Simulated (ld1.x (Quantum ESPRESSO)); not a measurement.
**scandium: ultrasoft pseudisation with LDA (PZ), scalar-relativistic reference atom.**

ld1.x (Quantum ESPRESSO) 7.5 input, shortened:

```
&input
   title='Sc', zed=21., rel=1, dft='PZ', iswitch=3,
   config='[Ar] 3d1 4s0 4p0'
 /
 &inputp
   pseudotype=3, tm=.true., lloc=-1, rcloc=2.30,
   nlcc=.false.
 /
6
4S  1  0   0.00   0.00  2.65  3.20  0.0
4S  1  0   0.00  -0.20  2.65  3.20  0.0
4P  2  1   0.00   0.00  2.65  3.60  0.0
4P  2  1   0.00   1.70  2.65  3.60  0.0
3D  3  2   1.00   0.00  2.25  2.75  0.0
3D  3  2   0.00   1.65  2.25  2.75  0.0
 &test
   configts(1)='3d1 4s0 4p0'
 /
```

Q: Is the overlap operator S = 1 + Σ q|β⟩⟨β| positive definite (Bessel basis up to 400 Ry)?

A: Yes: its lowest eigenvalue is 0.33 (p channel).

Test run stopped at test 1 of 9 (negative rho).

A Bessel basis up to 400 Ry misses an occupied level by 0.86 Ry, so cutoffs and ghosts were not judged. The potential misses its own reference levels by up to 1.0 eV, so it is not fit for use.
